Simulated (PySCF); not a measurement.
PBE0 on O⁻ (oxygen, charge -1), [He] 2s2 2p5, 2P determinant. All numbers are calculated (PySCF 2.14, the spin-free X2C one-electron Hamiltonian (Gaussian nucleus), in x2c-TZVPPall with one added diffuse shell each of s, p, d type (6s4p3d1f, 40 functions)).

```
cycle= 1 E= -75.1217400441731  delta_E= -0.00639  |g|= 0.0382  |ddm|= 0.133
cycle= 2 E= -75.1203362757986  delta_E= 0.0014  |g|= 0.0746  |ddm|= 0.0696
cycle= 3 E= -75.1225987460359  delta_E= -0.00226  |g|= 0.00583  |ddm|= 0.0391
cycle= 4 E= -75.1226424440531  delta_E= -4.37e-05  |g|= 0.00201  |ddm|= 0.00921
cycle= 5 E= -75.1226520448444  delta_E= -9.6e-06  |g|= 0.000386  |ddm|= 0.00633
cycle= 6 E= -75.1226523027355  delta_E= -2.58e-07  |g|= 1.57e-05  |ddm|= 0.00114
cycle= 7 E= -75.1226523028969  delta_E= -1.61e-10  |g|= 1.52e-06  |ddm|= 1.43e-05
converged SCF energy = -75.1226523028969  <S^2> = 0.75683543  2S+1 = 2.0068238
```

Highest occupied orbital energy: 1.257 eV; ⟨L²⟩ = 2.03; populations by l: s 4.00, p 5.00, d 0.00, f 0.00.

Task: Can this result be used?

Result: With care. Self-consistency was reached. At PBE0 the highest occupied level has a positive energy, so only the finite basis holds that electron; in a semilocal or global hybrid functional this comes from self-interaction and does not mean that the real anion is unbound.
